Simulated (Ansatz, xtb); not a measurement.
## Two isomers of C6H6NPSi

Structure I: `N#CC1=CC([SiH3])=PC=C1`, a singlet. Structure II: `N#CC1=CC=CP=C1[SiH3]`, a singlet. Both are isolated molecules in the gas phase, relaxed with PBE0-D3(BJ)/def2-SVP.

Quicker runs give these differences E(II) − E(I): GFN2-xTB +0.10 kcal/mol; HF/STO-3G +1.26 kcal/mol (at GFN2-xTB geometries); r2SCAN-D4/def2-SVP +0.14 kcal/mol (at GFN2-xTB geometries).

Problem. Estimate E(II) − E(I) at the level CCSD(T)/def2-SVP + ΔMP2/def2-TZVPP.

Solution. CCSD(T)/def2-SVP + ΔMP2/def2-TZVPP gives E(II) − E(I) = +0.13 kcal/mol, slightly favouring structure I, which is too small a margin to settle the true order.

How the difference moves with the method:

```tsv
level	geometry	E(II) − E(I) (kcal/mol)	departure from the last row (kcal/mol)	job, with rough time for the two
GFN2-xTB	GFN2-xTB	+0.10	−0.02	optimisation, 0.47 s
HF/STO-3G	GFN2-xTB	+1.26	+1.13	single point, 2 s
r2SCAN-D4/def2-SVP	GFN2-xTB	+0.14	+0.02	single point, 11 s
PBE0-D3(BJ)/def2-SVP	PBE0-D3(BJ)/def2-SVP	+0.12	−0.01	optimisation, 2.9 min
HF/def2-SVP	PBE0-D3(BJ)/def2-SVP	+1.77	+1.64	part of the CCSD(T) run
MP2/def2-SVP	PBE0-D3(BJ)/def2-SVP	−0.17	−0.29	part of the CCSD(T) run
CCSD(T)/def2-SVP	PBE0-D3(BJ)/def2-SVP	+0.46	+0.34	single point
CCSD(T)/def2-SVP + ΔMP2/def2-TZVPP	PBE0-D3(BJ)/def2-SVP	+0.13		single point, 6 min
```

As drawn, both hold the same kinds of bond in the same numbers.

The largest departure from CCSD(T)/def2-SVP + ΔMP2/def2-TZVPP is that of HF/def2-SVP, 1.64 kcal/mol. A small imaginary or near-zero mode remains, so no thermal terms are given. The last row adds to CCSD(T) the change of the MP2 difference between the two basis sets, here −0.34 kcal/mol.

The correlated steps freeze 17 core orbitals. Run with Ansatz 0.2.0, xtb 6.7.1; the last row on 2 threads of Intel(R) Xeon(R) Platinum 8259CL CPU @ 2.50GHz (Skylake/Cascade Lake) on a shared host.
